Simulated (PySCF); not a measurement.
# What a mistake does to a calculation on H3NSi

All numbers below are calculated, not measured. The program is PySCF 2.14.0, an open-source quantum chemistry code, run on an isolated molecule that a program drew, which may never have been made. The molecule is H3NSi (charge 0, singlet), drawn as the SMILES string `N[SiH]`.

Each row is a Hartree-Fock (HF) and frozen-core CCSD(T) single point in the cc-pV(D+d)Z basis, meant for a local HF minimum. Run 1 is clean. Each other run has one planted mistake out of seven kinds, and not every kind appears here: one electron removed, one electron added, multiplicity raised by two, geometry at a saddle point, minimal basis STO-3G, one bond length entered in bohr, all coordinates scaled. The reference is restricted for singlets and unrestricted otherwise, and also for a bond in bohr. Adding or removing an electron swaps singlet and doublet. Electrons count all cores. HOMO and LUMO are orbital energies over both spins, the gradient is its largest component, and the lowest frequency (negative if imaginary) is given only where the gradient is small. Bond lengths are over the 4 bonds as drawn. T1 is the CCSD diagnostic: over 0.02 (restricted) or 0.045 (unrestricted) a single reference is doubtful.

Geometry of the clean run:
```xyz
5
H3NSi, angstrom
N    -2.0769   -1.2449   -0.2468
Si   -0.8870   -1.1243   -1.4572
H    -2.1507   -0.6738    0.5737
H    -2.8083   -1.9296   -0.2892
H    -0.1384    0.0371   -0.8201
```

| run | electrons | basis functions | <S^2> | HOMO (eV) | LUMO (eV) | gradient (hartree/bohr) | lowest frequency (cm^-1) | mean bond (Å) | longest bond (Å) | T1 | HF (hartree) | CCSD(T) (hartree) | mistake |
|---|---|---|---|---|---|---|---|---|---|---|---|---|---|
| 1 | 24 | 52 | 0.000 | -8.65 | 1.93 | 2.2e-05 | 588 | 1.3071 | 1.702 | 0.0172 | -345.11610 | -345.41501 | no fault |
| 2 | 24 | 52 | 0.826 | -9.15 | 1.65 | 2.1e-02 | - | 1.5300 | 1.894 | 0.0689 | -344.97808 | -345.27765 | one bond length entered in bohr |
| 3 | 24 | 52 | 0.000 | -8.35 | 2.29 | 8.6e-02 | - | 1.2143 | 1.581 | 0.0139 | -345.09057 | -345.38214 | all coordinates scaled |
| 4 | 25 | 52 | 0.772 | 0.69 | 9.52 | 4.6e-02 | - | 1.3071 | 1.702 | 0.0151 | -345.06725 | -345.36767 | one electron added |
| 5 | 24 | 52 | 2.006 | -6.70 | 0.56 | 3.0e-02 | - | 1.3071 | 1.702 | 0.0174 | -345.05166 | -345.32283 | ? |

**Which mistake was planted in run 5, and what did it cost?**

Electrons, basis and geometry are unchanged, and <S^2> is 2.006, beside S(S+1) = 2.00 for a multiplicity of 3. So the mistake is: multiplicity raised by two. Subtracting run 1 and multiplying by 627.51 kcal/mol a hartree, the energy moved by 40.4 kcal/mol in HF and 57.8 kcal/mol in CCSD(T).

Cautions from the logs. Run 2: T1 is over the limit, so its CCSD(T) energy is less reliable; run 4: the HOMO is above zero, so the electron isn't bound and the energy depends on the basis.
